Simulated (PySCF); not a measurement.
YBr₂, SMILES [Br][Y][Br] (connectivity only; charge and spin as stated), neutral, multiplicity 2. Atoms are numbered in the order given.

```xyz
3

Y      0.0000     0.0000     0.6880
Br     0.0000    -2.3618    -0.3833
Br     0.0000     2.3618    -0.3833
```
Charge 0, spin multiplicity 2.

Geometry: B3LYP-D3(BJ)/def2-SVP. The def2 effective core potentials stand for the cores of Y; spin–orbit coupling is left out.

All values below come from PBE/def2-TZVPD (PySCF).

Gas-phase values at a fixed geometry.

The total energy is -5186.00346 hartree and the point group is C2v. The α spin, highest occupied and lowest empty level comes out as -4.37 and -3.43 eV. The β spin, highest occupied and lowest empty level comes out as -7.25 and -3.35 eV, the dipole moment is 2.70 D and the quadrupole, principal values (traceless, Buckingham form, about the centre of nuclear charge) comes out as -12.88, 4.40, 8.48 D·Å. The mean static polarisability comes out as 138.1 bohr³ (20.47 Å³) and the polarisability, principal values is 137.6, 138.3, 138.6 bohr³. The ⟨S²⟩ is 0.751 (pure state 0.75).
